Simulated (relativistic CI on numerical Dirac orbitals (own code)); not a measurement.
Ta+: resonant inelastic scattering at the L2,3 edge

Computed with this model: Dirac-Coulomb-Breit CI, KLI orbitals optimised for each configuration, model QED, Kramers-Heisenberg scattering through one core-hole configuration in a parametric crystal field, unscaled Slater integrals; configurations [Xe] 4f14 5d4 → [He] 2s2 2p5 3s2 3p6 3d10 4s2 4p6 4d10 4f14 5s2 5p6 5d5; 80 K; core-hole width 5 eV; summed over polarisations. Incident energies are the highest absorption maxima for each field (at most a few, so the weaker spin-orbit partner edge can be absent), on the computed scale of the free ion. Intensities are in per cent of the strongest line above 0.02 eV; levels within 1 cm⁻¹ are merged; final levels count from the ground level, the first row holds all elastic scattering, lines under 0.4 are left out and each table stops after 24 rows. The scale of the Slater integrals is a model choice and moves the terms in proportion. The configuration is assumed, with all valence electrons in the open shell; the free ion's ground configuration is another.

Field parameters in Wybourne normalisation: D4h B²₀ = −7Ds, B⁴₀ = 21(Dq − Dt), B⁴₄ = 21√(5/14) Dq; Td as Oh with Dq negative (B⁴₀ = 21Dq, B⁴₄ = √(5/14) B⁴₀). The field is a parameter set, without covalency.

S is read from ⟨S²⟩ = S(S + 1).

Td, 10Dq = -6700 cm⁻¹:

| Final level (eV) | Degeneracy | Irrep | S | 9877 eV |
| --- | --- | --- | --- | --- |
| 0.000 | 1 | A1 | 1.89 | 2167.2 |
| 0.065 | 3 | T1 | 1.95 | 43.4 |
| 0.116 | 3 | T2 | 1.98 | 100.0 |
| 0.220 | 2 | E | 1.97 | 64.6 |
| 0.329 | 3 | T2 | 1.98 | 14.8 |
| 0.657 | 1 | A1 | 0.85 | 49.9 |
| 0.990 | 2 | E | 1.44 | 5.8 |
| 1.006 | 3 | T1 | 1.37 | 4.0 |
| 1.027 | 3 | T2 | 1.88 | 31.1 |
| 1.044 | 1 | A1 | 1.92 | 25.2 |
| 1.047 | 3 | T1 | 1.66 | 65.7 |
| 1.080 | 2 | E | 1.61 | 12.9 |
| 1.091 | 3 | T2 | 1.10 | 6.2 |
| 1.268 | 1 | A1 | 0.63 | 13.5 |
| 1.306 | 3 | T1 | 0.94 | 0.4 |
| 1.331 | 3 | T2 | 1.06 | 8.9 |
| 1.446 | 2 | E | 1.02 | 2.8 |
| 1.551 | 3 | T1 | 0.87 | 1.1 |
| 1.784 | 1 | A1 | 1.03 | 17.5 |
| 1.888 | 3 | T2 | 0.98 | 2.4 |
| 1.911 | 3 | T1 | 0.77 | 1.6 |
| 1.913 | 3 | T2 | 0.94 | 6.6 |
| 1.956 | 3 | T1 | 0.94 | 3.0 |
| 1.999 | 1 | A1 | 1.03 | 17.0 |

D4h, 10Dq = 8900, Ds = 2560, Dt = -770 cm⁻¹:

```csv
Final level (eV),Degeneracy,Irrep,S,9877 eV
0.000,1,A1,1.03,3413.9
0.133,1,A2,1.52,9.6
0.232,2,E,1.57,4.7
0.295,1,B1,1.72,15.3
0.311,1,A1,1.27,32.1
0.438,1,B2,1.02,13.0
0.499,2,E,1.54,21.9
0.517,1,B1,1.39,32.7
0.532,1,A2,1.59,16.4
0.568,1,A1,1.34,19.7
1.034,2,E,1.17,6.7
1.094,1,A1,1.88,13.8
1.138,1,B2,1.88,29.7
1.144,1,B1,1.90,2.9
1.162,2,E,1.53,62.1
1.239,1,A2,1.42,23.7
1.271,1,A1,1.49,32.1
1.343,1,B2,1.63,6.3
1.352,2,E,1.40,43.8
1.440,1,B1,1.11,9.4
1.562,1,B2,1.56,6.8
1.585,2,E,1.55,28.2
1.662,1,A2,1.68,0.8
1.667,1,A1,1.64,1.7
```

For the first field the strongest loss at the lowest incident energy is the level at 0.12 eV (S = 1.98, against 1.89 in the thermal ground state). Levels of other spin, the first over 8 % at 0.66 eV, appear because spin-orbit coupling of the core hole, and in heavier ions of the valence shell too, mixes spins.
